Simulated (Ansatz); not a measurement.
Relaxation of the cluster Al4Te6⁻ with UKS PBE-D4/def2-SVP.

```sh
$ ansatz run in.yaml --threads 4 --pin off --events-out ev --progress --plain --max-ram 6963MiB
```

```yaml
crystal:
  periodic: [false, false, false]
  atoms:
    - {symbol: Al, position_ang: [1.882780, 0.335850, -1.510010]}
    - {symbol: Al, position_ang: [-0.571970, -0.416800, -1.473550]}
    - {symbol: Al, position_ang: [0.681260, 0.521510, 0.871350]}
    - {symbol: Al, position_ang: [-1.888010, 0.169970, 0.819370]}
    - {symbol: Te, position_ang: [-2.253830, -0.467450, 3.303180]}
    - {symbol: Te, position_ang: [1.363410, -2.022190, -2.413500]}
    - {symbol: Te, position_ang: [0.063920, 1.958080, -2.458150]}
    - {symbol: Te, position_ang: [3.257170, 1.083440, 0.508020]}
    - {symbol: Te, position_ang: [-2.985290, -1.210990, -1.091440]}
    - {symbol: Te, position_ang: [0.450560, 0.048580, 3.444730]}
basis:
  gaussian: {orbitals: def2-SVP}
total_charge: -1
magnetization: {spin_polarized: true, initial_magnetization: 1}
hamiltonian: {xc: pbe, dispersion: d4}
scf: {lower_state_search: "off"}
output: {orbitals: {seedname: orbitals}}
relax: {f_tol: 0.03, max_steps: 70}
```

Run time 2.9 min (4 threads of Arm Neoverse V1 on a shared host), peak host memory 0.58 GiB.

Positions (Å) and forces (eV/Å) at steps 1, 2, 3, 4, 5, 6, 7, 8, 9, 10, 11, 12, 13, 14, 15, 16, 17 of 17:

```xyz
10
step=1 energy=-70137.6764 eV
Al    1.883    0.336   -1.510    0.650    0.135   -0.614
Al   -0.572   -0.417   -1.474   -0.029   -0.291   -0.486
Al    0.681    0.522    0.871    0.035    0.013    0.412
Al   -1.888    0.170    0.819   -0.395   -0.003    0.155
Te   -2.254   -0.467    3.303   -0.463   -0.094    0.098
Te    1.363   -2.022   -2.413   -0.106    0.142    0.152
Te    0.064    1.958   -2.458    0.097   -0.122    0.140
Te    3.257    1.083    0.508   -0.279    0.011    0.016
Te   -2.985   -1.211   -1.091   -0.027    0.117    0.082
Te    0.451    0.049    3.445    0.519    0.093    0.046
10
step=2 energy=-70137.7879 eV
Al    1.984    0.344   -1.628    0.196    0.155   -0.046
Al   -0.549   -0.453   -1.555   -0.194   -0.017    0.099
Al    0.646    0.471    0.892   -0.269   -0.072    0.162
Al   -1.970    0.151    0.869    0.223    0.088    0.100
Te   -2.319   -0.472    3.383    0.609    0.085    0.031
Te    1.387   -2.028   -2.399    0.023   -0.185   -0.028
Te    0.129    1.936   -2.449   -0.095    0.052   -0.122
Te    3.141    1.142    0.501    0.165    0.028    0.039
Te   -3.007   -1.137   -1.105   -0.024   -0.019   -0.124
Te    0.559    0.046    3.491   -0.634   -0.116   -0.111
10
step=3 energy=-70137.8438 eV
Al    1.995    0.370   -1.648    0.033    0.100   -0.039
Al   -0.550   -0.446   -1.549   -0.069   -0.033    0.025
Al    0.638    0.459    0.910   -0.017   -0.005    0.029
Al   -1.954    0.158    0.890    0.039    0.073   -0.045
Te   -2.284   -0.480    3.401    0.111   -0.017    0.012
Te    1.401   -2.030   -2.381   -0.005   -0.051    0.033
Te    0.112    1.925   -2.516    0.009   -0.038   -0.012
Te    3.150    1.137    0.501   -0.015    0.008    0.022
Te   -3.007   -1.113   -1.106   -0.016    0.007   -0.031
Te    0.499    0.020    3.498   -0.071   -0.045    0.007
10
step=4 energy=-70137.8646 eV
Al    1.994    0.410   -1.671   -0.037    0.108    0.021
Al   -0.551   -0.501   -1.497   -0.096    0.001    0.001
Al    0.638    0.471    0.933    0.030   -0.057    0.135
Al   -1.963    0.328    0.852    0.044   -0.037    0.013
Te   -2.225   -0.570    3.301    0.016   -0.022    0.063
Te    1.463   -2.068   -2.195   -0.064   -0.029    0.023
Te    0.043    1.836   -2.586    0.133   -0.025   -0.060
Te    3.113    1.226    0.484   -0.017    0.039   -0.052
Te   -3.064   -0.981   -1.111    0.055    0.008   -0.022
Te    0.552   -0.150    3.490   -0.062    0.016   -0.121
10
step=5 energy=-70137.8840 eV
Al    2.004    0.439   -1.692   -0.148   -0.023    0.028
Al   -0.567   -0.470   -1.490   -0.034    0.048   -0.046
Al    0.660    0.441    0.963    0.039   -0.022    0.073
Al   -1.946    0.364    0.876   -0.044   -0.065    0.049
Te   -2.221   -0.649    3.300    0.023    0.012   -0.050
Te    1.449   -2.082   -2.060   -0.022    0.051    0.054
Te    0.076    1.784   -2.748    0.094   -0.079    0.049
Te    3.083    1.329    0.458   -0.050    0.001   -0.014
Te   -3.091   -0.898   -1.105    0.121    0.043    0.008
Te    0.553   -0.258    3.499    0.021    0.033   -0.150
10
step=6 energy=-70137.8968 eV
Al    1.986    0.434   -1.669   -0.059   -0.051    0.025
Al   -0.595   -0.428   -1.509    0.049    0.047   -0.061
Al    0.657    0.431    0.952    0.058    0.020    0.059
Al   -1.951    0.360    0.880   -0.053   -0.029    0.080
Te   -2.172   -0.707    3.290   -0.062   -0.015   -0.065
Te    1.414   -2.109   -1.910   -0.035    0.169    0.018
Te    0.124    1.780   -2.826    0.042   -0.182    0.074
Te    3.053    1.399    0.454   -0.060   -0.030   -0.028
Te   -3.110   -0.848   -1.128    0.057    0.038    0.025
Te    0.594   -0.313    3.466    0.064    0.034   -0.126
10
step=7 energy=-70137.9100 eV
Al    1.980    0.434   -1.634   -0.040   -0.096   -0.032
Al   -0.618   -0.388   -1.501    0.152    0.030   -0.091
Al    0.654    0.470    0.940   -0.019   -0.011    0.070
Al   -1.964    0.389    0.914   -0.019   -0.046    0.116
Te   -2.142   -0.823    3.269    0.029    0.038   -0.112
Te    1.383   -2.118   -1.764   -0.031    0.202    0.055
Te    0.178    1.699   -2.958    0.012   -0.116    0.105
Te    3.026    1.491    0.456   -0.060   -0.036   -0.054
Te   -3.131   -0.755   -1.123   -0.026    0.018    0.006
Te    0.632   -0.398    3.402    0.002    0.018   -0.063
10
step=8 energy=-70137.9192 eV
Al    1.984    0.425   -1.635   -0.035   -0.047    0.001
Al   -0.627   -0.362   -1.504    0.078    0.023   -0.011
Al    0.642    0.492    0.928   -0.044   -0.039    0.054
Al   -1.977    0.401    0.939    0.026   -0.040    0.083
Te   -2.105   -0.919    3.241    0.051    0.051   -0.124
Te    1.367   -2.122   -1.590   -0.050    0.193   -0.012
Te    0.206    1.655   -3.023    0.040   -0.134    0.062
Te    2.992    1.550    0.433    0.001   -0.002   -0.031
Te   -3.149   -0.660   -1.139   -0.055   -0.013   -0.009
Te    0.667   -0.459    3.351   -0.014    0.008   -0.014
10
step=9 energy=-70137.9268 eV
Al    1.986    0.424   -1.614   -0.021   -0.022   -0.005
Al   -0.645   -0.320   -1.496   -0.001   -0.043   -0.001
Al    0.616    0.505    0.936    0.021   -0.067    0.049
Al   -2.003    0.417    0.954    0.043   -0.039    0.052
Te   -2.031   -1.010    3.193   -0.015    0.007   -0.086
Te    1.332   -2.102   -1.455   -0.043    0.113    0.022
Te    0.250    1.565   -3.123    0.034   -0.028    0.053
Te    2.947    1.605    0.441    0.042    0.038   -0.061
Te   -3.182   -0.570   -1.162   -0.006    0.004    0.022
Te    0.730   -0.514    3.326   -0.053    0.037   -0.045
10
step=10 energy=-70137.9386 eV
Al    1.993    0.412   -1.606   -0.037    0.045   -0.024
Al   -0.667   -0.271   -1.485   -0.093   -0.048    0.014
Al    0.638    0.505    0.935    0.019   -0.079    0.001
Al   -1.980    0.435    0.982   -0.041   -0.045    0.041
Te   -2.003   -1.147    3.117    0.011    0.045   -0.118
Te    1.283   -2.077   -1.268   -0.011    0.076    0.029
Te    0.298    1.479   -3.212    0.025   -0.030    0.034
Te    2.916    1.711    0.392    0.019   -0.025   -0.008
Te   -3.213   -0.471   -1.148    0.079    0.026   -0.002
Te    0.736   -0.576    3.294    0.029    0.035    0.034
10
step=11 energy=-70137.9560 eV
Al    1.983    0.427   -1.609    0.000    0.113    0.001
Al   -0.694   -0.245   -1.487   -0.146   -0.029    0.036
Al    0.650    0.470    0.930    0.067   -0.115   -0.036
Al   -1.971    0.445    0.984   -0.076    0.005    0.068
Te   -1.952   -1.247    3.035    0.034    0.032   -0.109
Te    1.257   -2.028   -1.087   -0.042    0.054   -0.013
Te    0.306    1.417   -3.281    0.058   -0.077    0.061
Te    2.904    1.739    0.380   -0.014   -0.017   -0.055
Te   -3.245   -0.386   -1.159    0.123    0.007   -0.022
Te    0.763   -0.593    3.294   -0.005    0.028    0.068
10
step=12 energy=-70137.9953 eV
Al    1.977    0.452   -1.612    0.006    0.140    0.003
Al   -0.734   -0.202   -1.481   -0.148    0.013    0.045
Al    0.682    0.372    0.931    0.078   -0.091   -0.039
Al   -1.953    0.480    0.993   -0.070    0.027    0.100
Te   -1.884   -1.378    2.904    0.128    0.055   -0.091
Te    1.211   -1.964   -0.912   -0.013    0.024   -0.022
Te    0.328    1.317   -3.370    0.053   -0.089    0.086
Te    2.869    1.792    0.362   -0.037   -0.066   -0.083
Te   -3.279   -0.284   -1.157    0.110   -0.015   -0.059
Te    0.784   -0.586    3.341   -0.106    0.003    0.060
10
step=13 energy=-70138.0216 eV
Al    1.969    0.488   -1.626    0.004    0.041    0.002
Al   -0.770   -0.168   -1.458   -0.065    0.013    0.080
Al    0.715    0.273    0.937    0.007    0.030    0.111
Al   -1.940    0.534    1.010   -0.036    0.002    0.060
Te   -1.817   -1.483    2.760    0.197    0.103   -0.051
Te    1.188   -1.905   -0.812    0.030   -0.153   -0.094
Te    0.323    1.235   -3.417    0.021   -0.007    0.001
Te    2.858    1.790    0.344    0.029    0.017   -0.011
Te   -3.293   -0.228   -1.153   -0.014   -0.022   -0.039
Te    0.768   -0.536    3.414   -0.173   -0.023   -0.059
10
step=14 energy=-70138.0342 eV
Al    1.960    0.477   -1.600    0.008   -0.022   -0.036
Al   -0.788   -0.175   -1.419    0.052   -0.007   -0.003
Al    0.720    0.262    0.953    0.023    0.001    0.050
Al   -1.947    0.593    1.006   -0.025   -0.055    0.038
Te   -1.744   -1.513    2.638    0.039    0.055   -0.021
Te    1.178   -1.944   -0.839    0.007    0.108    0.044
Te    0.316    1.218   -3.392   -0.013    0.003    0.044
Te    2.869    1.796    0.351   -0.017   -0.070   -0.041
Te   -3.313   -0.230   -1.141   -0.012   -0.002   -0.006
Te    0.750   -0.485    3.442   -0.062   -0.010   -0.068
10
step=15 energy=-70138.0353 eV
Al    1.965    0.466   -1.631   -0.019   -0.043    0.019
Al   -0.783   -0.191   -1.387    0.022   -0.004    0.006
Al    0.725    0.303    0.962    0.041   -0.027   -0.051
Al   -1.964    0.609    1.007   -0.013   -0.048   -0.003
Te   -1.737   -1.534    2.573    0.003    0.031   -0.006
Te    1.203   -1.932   -0.798   -0.068    0.086   -0.048
Te    0.267    1.261   -3.347    0.033   -0.050    0.031
Te    2.932    1.737    0.318   -0.007    0.047    0.035
Te   -3.311   -0.261   -1.139   -0.022    0.008   -0.008
Te    0.704   -0.457    3.442    0.031    0.000    0.023
10
step=16 energy=-70138.0390 eV
Al    1.971    0.466   -1.617   -0.004    0.000    0.003
Al   -0.791   -0.178   -1.399   -0.002    0.022    0.001
Al    0.724    0.291    0.958   -0.018   -0.002   -0.013
Al   -1.967    0.584    1.004   -0.007    0.027    0.005
Te   -1.728   -1.526    2.604   -0.009   -0.026    0.006
Te    1.177   -1.922   -0.811    0.019   -0.050    0.015
Te    0.294    1.236   -3.359   -0.001    0.021   -0.028
Te    2.910    1.759    0.334   -0.002    0.007   -0.004
Te   -3.322   -0.245   -1.153    0.023   -0.004    0.016
Te    0.732   -0.466    3.439    0.000    0.004   -0.001
10
step=17 energy=-70138.0396 eV
Al    1.970    0.463   -1.617    0.003   -0.007    0.000
Al   -0.786   -0.169   -1.399   -0.006    0.009    0.000
Al    0.722    0.286    0.953    0.002    0.008    0.007
Al   -1.965    0.586    1.014   -0.003   -0.012   -0.002
Te   -1.733   -1.534    2.608    0.007    0.011   -0.005
Te    1.175   -1.930   -0.811    0.011    0.006    0.000
Te    0.303    1.236   -3.370   -0.006   -0.003    0.004
Te    2.900    1.768    0.330   -0.002   -0.010   -0.002
Te   -3.315   -0.242   -1.144   -0.007    0.001   -0.007
Te    0.728   -0.465    3.436    0.000   -0.004    0.005
```

In the def2 sets Te takes a core potential; there is no spin–orbit coupling. The relaxation made no stability test and no search for a lower SCF solution. Another isomer (doublet) lies 1.84 eV lower at PBE0-D4/def2-SVP; other spin states weren't run for this one.
